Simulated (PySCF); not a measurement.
Ionisation energy of Pr²⁺ by level of theory

Pr²⁺ [Xe] 4f3 [4f5/2^3, M_J = 9/2] → Pr³⁺ [Xe] 4f2 [4f5/2^2, M_J = 4], as a difference of total energies. Calculation: PySCF 2.14, in x2c-TZVPall-2c (11s11p10d4f1g, 131 functions); the two-component X2C-1e Hamiltonian. Correlated levels: [Ar] 3d10 frozen; the 18 highest virtual spinors dropped. "Screened" scales the spin-orbit matrix elements by Boettger's factors to mimic the two-electron term; Breit and QED terms are absent.

```tsv
method	ionisation energy (eV)	error (eV)
GHF (spin-free)	19.613	-2.011
GMP2 (spin-free)	20.295	-1.329
GHF (screened spin-orbit)	19.576	-2.048
GMP2 (screened spin-orbit)	20.262	-1.362
```

Reference: 21.624 eV (measured; NIST Atomic Spectra Database, ionization energies).

The spin-free rows relax to the high-spin LS determinant and lack the spin-orbit shift.

The labels give the starting determinants; with spin-orbit coupling the two ends relaxed to ⟨J²⟩ = 26.93, ⟨L²⟩ = 41.80, ⟨S²⟩ = 3.74 and ⟨J²⟩ = 20.89, ⟨L²⟩ = 29.72, ⟨S²⟩ = 1.98.

The determinant of Pr²⁺ and of Pr³⁺ mixes levels of different J (the jj label is only the starting occupation), so the difference between spin-free and spin-orbit rows is not the physical spin-orbit shift.
